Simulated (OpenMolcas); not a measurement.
## Nd V: effect of the basis set

* Program: OpenMolcas 26.06
* Method: SS-CASPT2, IPEA 0.25 Eh, imaginary shift 0.1 Eh (closed shells correlated: 5s 5p)
* Active space: 2 electrons in 7 orbitals (4f)
* State averaging: 2S+1 = 3 even, 21 roots; 2S+1 = 1 even, 28 roots
* Spin-orbit coupling: state interaction with AMFI integrals over the reference wave functions, term energies averaged over their components

A. ANO-R2 [8s7p4d3f1g], X2C, finite nucleus; CASPT2 step of the order of 17 core-seconds
B. ANO-RCC-VTZP [8s7p5d3f2g1h], DKH2, point nucleus; CASPT2 step about 40 core-seconds
C. ANO-R3 [9s8p5d5f3g1h], X2C, finite nucleus; CASPT2 step roughly 40 core-seconds
D. ANO-RCC-VQZP [9s8p6d4f3g2h], DKH2, point nucleus; CASPT2 step roughly 60 core-seconds

Energies in eV above 4f2 3H4, the measured ground level; measured values from the list in Carvajal Gallego et al., Mon. Not. R. Astron. Soc. 518, 332 (2023).

```json
{"Level": "4f2 3H4", "A": "0.0000", "B": "0.0000", "C": "0.0000", "D": "0.0000", "Measured": "0.0000"}
{"Level": "4f2 3H5", "A": "0.370", "B": "0.373", "C": "0.370", "D": "0.372", "Measured": "0.3514"}
{"Level": "4f2 3H6", "A": "0.753", "B": "0.758", "C": "0.752", "D": "0.756", "Measured": "0.7121"}
{"Level": "4f2 3F2", "A": "0.819", "B": "0.805", "C": "0.784", "D": "0.796", "Measured": "0.7307"}
{"Level": "4f2 3F3", "A": "1.062", "B": "1.050", "C": "1.028", "D": "1.040", "Measured": "0.9652"}
{"Level": "4f2 3F4 [55 %]", "A": "1.107", "B": "1.094", "C": "1.072", "D": "1.082", "Measured": ""}
{"Level": "4f2 1G4 [54 %]", "A": "1.599", "B": "1.588", "C": "1.561", "D": "1.574", "Measured": ""}
{"Level": "4f2 1D2", "A": "2.955", "B": "2.920", "C": "2.849", "D": "2.886", "Measured": "2.5480"}
{"Level": "4f2 3P0", "A": "3.673", "B": "3.628", "C": "3.553", "D": "3.592", "Measured": "3.1059"}
{"Level": "4f2 1I6", "A": "3.701", "B": "3.712", "C": "3.648", "D": "3.696", "Measured": "3.2345"}
{"Level": "4f2 3P1", "A": "3.786", "B": "3.742", "C": "3.668", "D": "3.707", "Measured": "3.2103"}
{"Level": "4f2 3P2", "A": "3.994", "B": "3.952", "C": "3.876", "D": "3.917", "Measured": "3.4069"}
{"Level": "4f2 1S0", "A": "7.954", "B": "7.832", "C": "7.607", "D": "7.719", "Measured": ""}
```

Deviations, from unrounded energies. A percentage is the sum of absolute deviations over the sum of measured energies, with the sign that they share, or ± where signs differ.

```json
{"Against measurement": "mean absolute deviation (cm-1)", "Levels": "9", "A": "2600", "B": "2400", "C": "2000", "D": "2200"}
{"Against measurement": "fine structure of the ground term (%)", "Levels": "2", "A": "+5.6", "B": "+6.3", "C": "+5.4", "D": "+6.1"}
{"Against measurement": "other terms of the ground configuration (%)", "Levels": "7", "A": "+16.2", "B": "+15.2", "C": "+12.8", "D": "+14.1"}
```

C lies closest to measurement on these levels and A furthest from it. The largest miss of C in the table is 4f2 3P2, by +3800 cm-1. The ranking rests on the paired levels alone, and a cruder setting can come out closer through cancelling errors.

Among A to D the level of the table that moves most is 4f2 1S0, by 2800 cm-1 (lowest in C, highest in A). Moves below CASPT2's spread within the term are not significant.

Term energies are means over components that CASPT2 splits; among the terms shown or strongly mixed into the levels shown the widest spread is 820 cm-1 (4f2 1I, D). Some terms miss by over 15 % even with CASPT2, which points to a basis or an active space too small for the shells correlated (holds for A; B; D). The CASPT2 spread within a term exceeds the gap to the next term for 4f2 1I and 4f2 3P, so the order of their levels is uncertain (holds for D). Computed and measured levels are paired by configuration, term and J; levels that our copy of the source lacks, or whose pairing is in doubt (as where it misses far off the trend of its configuration), stay unpaired and out of the deviations. Only configurations of the active space appear.

A share in square brackets marks a mixed level and gives the weight of the term that names it, the lowest over the columns.
